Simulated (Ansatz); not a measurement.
Reaction (isomerisation): `CC[SiH](O)[SiH3]` → `O[SiH2]CC[SiH3]`

Computed with Ansatz on PBE0-D4/def2-TZVP structures; ΔE is electronic, products minus reactants. CBS: MP2 limit from def2 TZ/QZ plus the TZ coupled-cluster correction, frozen cores. Functionals use def2-TZVPP. Each species was taken in one conformer, which may not be the lowest.

`CC[SiH](O)[SiH3]`:

Z-matrix (Å, degrees):
```
C
C 1 1.526
H 1 1.093 2 111.3
H 1 1.093 2 111.8 3 -119.7
H 1 1.094 2 111.4 3 120.1
Si 2 1.874 1 113.4 3 -61.4
H 2 1.095 1 110.4 3 60.7
H 2 1.097 1 110.5 3 177.8
Si 6 2.342 2 111.5 1 177.3
O 6 1.658 2 111.9 1 58.3
H 6 1.497 2 107.6 1 -61.9
H 9 1.490 6 109.4 2 57.8
H 9 1.488 6 111.6 2 177.6
H 9 1.489 6 110.8 2 -61.2
H 10 0.958 6 117.4 2 -77.0
```

`O[SiH2]CC[SiH3]`:

```xyz
15

O    -1.545    1.263   -1.235
Si   -1.558   -0.358   -0.929
C    -0.663   -0.823    0.650
C     0.868   -0.738    0.612
Si    1.594    0.985    0.435
H    -0.701    1.662   -1.454
H    -2.991   -0.723   -0.812
H    -0.934   -1.114   -2.056
H    -0.971   -1.851    0.881
H    -1.065   -0.204    1.460
H     1.295   -1.158    1.531
H     1.266   -1.350   -0.205
H     3.073    0.941    0.590
H     1.024    1.912    1.448
H     1.309    1.557   -0.915
```

| level | ΔE (kJ/mol) |
| --- | --- |
| r2SCAN-D4 | 8.8 |
| MP2/CBS(def2) | -1.7 |

Q: What does CCSD(T)/CBS give? (Best estimate.)

A: Computed: +4.2 kJ/mol. The listed levels differ from it by 4.6, -5.9 kJ/mol.

Largest T1 diagnostic among the species: 0.011.

The D4 term adds −4.2 kJ/mol with B3LYP and −2.2 kJ/mol with PBE0; it sums over pairs of atoms, weighted by their polarisabilities, and B3LYP, whose exchange is more repulsive, gets the larger term.

B3LYP here is the variant with VWN-RPA as its local correlation; programs differ in this.
